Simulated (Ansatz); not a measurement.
Molecule: sum formula NHTeF, net charge -1, singlet state. It need not be the lowest isomer of its formula. Whether it binds its extra electron was not tested at this geometry. 
Geometry from a B3LYP-D3(BJ)/def2-TZVP (Ansatz, a program for electronic structure) optimisation:
SMILES: F[Te][NH-]
```xyz
4

Te    -0.0116    -0.0581     0.2966
F      0.4027     1.6560    -0.7926
N     -0.2538    -1.4930    -1.0042
H     -1.2439    -1.4337    -1.2624
```
Charge -1, spin multiplicity 1.

Basis-set convergence of Hartree-Fock and CCSD(T) correlation energies (hartree) with Ansatz. Valence correlation only, unless marked. No spin-orbit coupling. The frozen core is the preceding noble-gas configuration, with the filled d and f shells of earlier blocks. In def2 rows, elements after Kr have scalar-relativistic effective core potentials. This anion needs diffuse functions, which these sets lack.

| basis | functions | E(HF) | E(corr, CCSD(T)) |
|---|---|---|---|
| def2-SVP | 59 | -421.27091 | -0.50289 |
| def2-TZVPP | 126 | -421.50544 | -0.66196 |
| def2-QZVPP | 226 | (withheld) | (withheld) |

Task: Fill in the missing entries.

Result: 
- def2-QZVPP, E(HF): -421.52049
- def2-QZVPP, E(corr, CCSD(T)): -0.71945
